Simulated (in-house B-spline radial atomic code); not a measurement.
Radial electron density of B II (B+), [He] 2s2. Method: scalar-relativistic (X2C) LC-wPBE, spin-polarised, spherical fractional occupations, exact exchange averaged over the configuration, Fermi nucleus of rms radius 2.406 fm. Calculated with an all-electron radial atomic-structure program (B-spline basis).

Columns: r (bohr), 4πr²n(r) (electrons per bohr), bar.

```
   0.012   0.1192 #
   0.014   0.1587 #
  0.0163     0.21 ##
  0.0191   0.2799 ##
  0.0223   0.3691 ###
  0.0261   0.4862 ####
  0.0305   0.6347 #####
  0.0357   0.8248 #######
  0.0418    1.063 #########
  0.0488     1.35 ############
  0.0571    1.701 ###############
  0.0668    2.112 ##################
  0.0781    2.579 ######################
  0.0913    3.091 ###########################
   0.107    3.635 ###############################
   0.125    4.154 ####################################
   0.146    4.612 ########################################
   0.171    4.956 ###########################################
   0.199    5.115 ############################################
   0.233    5.052 ###########################################
   0.273    4.728 #########################################
   0.319    4.169 ####################################
   0.373     3.43 ##############################
   0.436    2.614 ######################
    0.51    1.847 ################
   0.596    1.254 ###########
   0.697   0.8992 ########
   0.815   0.7954 #######
   0.953   0.8847 ########
    1.11    1.055 #########
     1.3    1.199 ##########
    1.52     1.22 ##########
    1.78    1.087 #########
    2.08   0.8369 #######
    2.43   0.5498 #####
    2.85   0.2995 ###
    3.33    0.137 #
    3.89  0.05065 
    4.55  0.01441 
    5.32 0.003069 
    6.22 0.000463
```

On this grid the curve has 2 maxima, near 0.199, 1.52 bohr.

The 1s down radial function P(r) = rR(r), positive near the nucleus:

```json
{"r (bohr)": "0.004", "P": "0.08303"}
{"r (bohr)": "0.00547", "P": "0.1124"}
{"r (bohr)": "0.00748", "P": "0.1519"}
{"r (bohr)": "0.0102", "P": "0.2039"}
{"r (bohr)": "0.014", "P": "0.2741"}
{"r (bohr)": "0.0191", "P": "0.364"}
{"r (bohr)": "0.0261", "P": "0.4797"}
{"r (bohr)": "0.0357", "P": "0.6249"}
{"r (bohr)": "0.0488", "P": "0.7996"}
{"r (bohr)": "0.0668", "P": "1"}
{"r (bohr)": "0.0913", "P": "1.211"}
{"r (bohr)": "0.125", "P": "1.405"}
{"r (bohr)": "0.171", "P": "1.538"}
{"r (bohr)": "0.233", "P": "1.56"}
{"r (bohr)": "0.319", "P": "1.428"}
{"r (bohr)": "0.436", "P": "1.143"}
{"r (bohr)": "0.596", "P": "0.7627"}
{"r (bohr)": "0.815", "P": "0.3991"}
{"r (bohr)": "1.11", "P": "0.1548"}
{"r (bohr)": "1.52", "P": "0.03845"}
{"r (bohr)": "2.08", "P": "0.005237"}
```
